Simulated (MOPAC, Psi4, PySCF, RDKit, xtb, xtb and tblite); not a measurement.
Two geometries of SMILES [SiH3][SiH2][SiH2]c1ccccc1, singlet, relaxed at GFN2-xTB with one dihedral held; other torsions can differ between them too.

Structure A

```
21

Si     2.6017    -1.2324     0.2024
Si     2.5214     1.0763     0.3135
Si     0.4607     2.0529    -0.1286
C      0.5733     3.9322     0.0048
C      0.7611     4.7286    -1.1202
C      0.8933     6.1011    -1.0131
C      0.8435     6.7059     0.2315
C      0.6613     5.9295     1.3638
C      0.5304     4.5581     1.2470
H      2.1730    -1.7251    -1.1095
H      3.9308    -1.8008     0.4378
H      1.7119    -1.8539     1.1870
H      3.5343     1.6478    -0.5922
H      2.9862     1.5175     1.6413
H     -0.0422     1.7456    -1.4756
H     -0.5819     1.6154     0.8123
H      0.7994     4.2640    -2.0960
H      1.0347     6.7016    -1.9007
H      0.9454     7.7780     0.3189
H      0.6214     6.3959     2.3382
H      0.3874     3.9585     2.1358
```

Structure B

```
21

Si    -2.4719    -1.2539     0.3957
Si    -2.5343     1.0598     0.4497
Si    -0.5891     2.1084    -0.2635
C     -0.7114     2.4023    -2.1237
C     -0.6696     1.3228    -3.0013
C     -0.7968     1.5026    -4.3661
C     -0.9749     2.7759    -4.8818
C     -1.0236     3.8617    -4.0243
C     -0.8937     3.6718    -2.6602
H     -2.5014    -1.7683    -0.9769
H     -3.5738    -1.9119     1.1009
H     -1.2360    -1.7647     0.9977
H     -3.6772     1.5450    -0.3444
H     -2.8572     1.5090     1.8154
H      0.5988     1.2701    -0.0323
H     -0.2955     3.4084     0.3558
H     -0.5305     0.3250    -2.6058
H     -0.7580     0.6508    -5.0304
H     -1.0750     2.9206    -5.9478
H     -1.1623     4.8577    -4.4207
H     -0.9310     4.5250    -1.9970
```

**Question.** Which is lower in energy at the level PBE0-D3(BJ)/def2-SVP // GFN2-xTB (Psi4), and by how much?

**Answer.** A is lower, by 0.52 kcal/mol (dihedral Si1–Si2–Si3–C4: 180° in A, 90° in B).

E(B) − E(A) in kcal/mol at the other levels, on the same two geometries: GFN2-xTB (xtb and tblite) -0.51; MMFF94 // GFN2-xTB (RDKit) 0.47; PBE0/def2-SVP // GFN2-xTB (Psi4) 0.87; PBE/def2-SVP // GFN2-xTB (Psi4) 0.91; PBE-D3(BJ)/def2-SVP // GFN2-xTB (Psi4) 0.57; UFF // GFN2-xTB (RDKit) 0.37; PM6, restricted, heats of formation // GFN2-xTB (MOPAC) 0.22; PM3, restricted, heats of formation // GFN2-xTB (MOPAC) 0.34; GFN1-xTB // GFN2-xTB (xtb) 0.21; restricted B3LYP/6-31G*, spherical d, density fitting // GFN2-xTB (PySCF) 1.15; restricted LDA (SVWN5)/6-31G*, spherical d, density fitting // GFN2-xTB (PySCF) 0.76; restricted B3LYP/6-311+G**, spherical d, density fitting // GFN2-xTB (PySCF) 1.12; restricted MP2 (frozen core)/6-31G*, spherical d // GFN2-xTB (PySCF) 0.83.
